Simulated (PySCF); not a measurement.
Disiloxane, H6OSi2, SMILES [SiH3]O[SiH3] (B3LYP/def2-SVP optimised geometry):

```
9

Si    -1.600    -1.944    -2.680
O     -1.065    -1.150    -1.336
Si    -0.502    -0.363     0.000
H     -0.442    -2.347    -3.528
H     -2.359    -3.164    -2.280
H     -2.496    -1.052    -3.472
H     -0.989     1.046     0.000
H      0.989    -0.363     0.000
H     -0.989    -1.046     1.233
```

Method: B3LYP/def2-TZVP in PySCF.

Problem. What are the frontier orbital energies and the dipole moment?

Solution. HOMO-2 -9.61 eV, HOMO-1 -8.46 eV, HOMO -8.46 eV, LUMO -0.41 eV, LUMO+1 0.96 eV; dipole moment 0.01 D.

On the same geometry PBE/def2-TZVP run with PySCF gives HOMO-2 -8.45 eV, HOMO-1 -7.25 eV, HOMO -7.25 eV, LUMO -1.09 eV, LUMO+1 0.30 eV; dipole moment 0.01 D.

Meta-Löwdin charges at B3LYP/def2-TZVP: Si1 0.78, O2 -0.84, Si3 0.78, H4 -0.12, H5 -0.12, H6 -0.12, H7 -0.12, H8 -0.12, H9 -0.12.
